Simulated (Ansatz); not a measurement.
CH4ClFSeSi (`C[Se][SiH](F)Cl`). Charge 0, multiplicity 1. Correlated methods include outer-core shells of Se, which these sets cover unevenly. Scalar relativity is left out up to krypton.

```tsv
atom	x (Å)	y (Å)	z (Å)
C1	1.316	0.351	-0.838
Se2	0.683	-1.320	-0.031
Si3	-1.251	-0.464	0.713
F4	-1.993	-1.618	1.513
Cl5	-0.958	1.117	1.974
H6	2.260	0.108	-1.320
H7	0.608	0.708	-1.584
H8	1.475	1.099	-0.065
H9	-2.141	0.018	-0.362
```

**Question.** Give the diagnostics of a CCSD(T)/def2-TZVPP run (frozen core, Ansatz 0.2.0). (Best estimate.)

**Answer.** Ansatz gave: T1 = 0.0099, largest single amplitude 0.014, largest double 0.021, (T) share of the correlation energy 3.6 %, 9 CCSD cycles. The RHF solution is stable towards an unrestricted one. T1 lies under the customary mark of 0.02 for closed shells.
